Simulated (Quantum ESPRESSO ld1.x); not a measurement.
Problem. Radial electron density D(r) = 4 pi r^2 rho(r) of an atom or ion with 34 electrons. Calculated with ld1.x of Quantum ESPRESSO 7.5: Dirac Kohn-Sham, relativistic LDA (MacDonald-Vosko exchange, VWN5 correlation), spin-unpolarised, spherical densities, point nucleus.

```
   r/bohr * D(r) (the largest magnitude, 53.4, reaches the edge; | marks zero)
 0.001859 | *
  0.00213 | *
  0.00246 |  *
 0.002841 |  *
 0.003281 |   *
 0.003759 |    *
 0.004342 |      *
 0.005014 |       *
 0.005791 |         *
 0.006634 |            *
 0.007662 |               *
 0.008848 |                  *
  0.01022 |                      *
  0.01171 |                          *
  0.01352 |                              *
  0.01562 |                                  *
  0.01803 |                                      *
  0.02066 |                                         *
  0.02386 |                                            *
  0.02756 |                                             *
  0.03182 |                                             *
  0.03675 |                                            *
  0.04211 |                                         *
  0.04863 |                                       *
  0.05616 |                                     *
  0.06486 |                                     *
  0.07431 |                                       *
  0.08582 |                                           *
  0.09911 |                                                *
   0.1145 |                                                     *
   0.1311 |                                                      *
   0.1514 |                                                    *
   0.1749 |                                              *
    0.202 |                                       *
   0.2314 |                                 *
   0.2673 |                              *
   0.3087 |                               *
   0.3565 |                                  *
   0.4084 |                                     *
   0.4717 |                                    *
   0.5447 |                                *
   0.6291 |                        *
   0.7265 |                 *
   0.8323 |           *
   0.9613 |       *
     1.11 |     *
    1.282 |    *
    1.469 |   *
    1.696 |  *
    1.959 | *
    2.263 |*
    2.592 |*
    2.994 |*
    3.457 |*
    3.993 |*
    4.574 *
    5.283 *
    6.101 *
    7.046 *
    8.073 *
    9.323 *
```

What is the nuclear charge?

Solution. Z = 36. The innermost maximum, from 1s, lies near gamma/Z bohr with gamma = sqrt(1 - (Z/c)^2) = 0.965, here 0.0268 bohr (found: 0.0291), and its height grows with Z. The density is that of the krypton ion Kr2+ in [Ar] 3d10 4s2 4p2 5s2; the configuration itself is not fixed sharply by these data, and Z only to about a unit. D(r) has 3 maxima, at r = 0.0291, 0.130, 0.432 bohr, and minima at 0.0604, 0.274 bohr, inside which lie 2.08, 11.03 electrons.
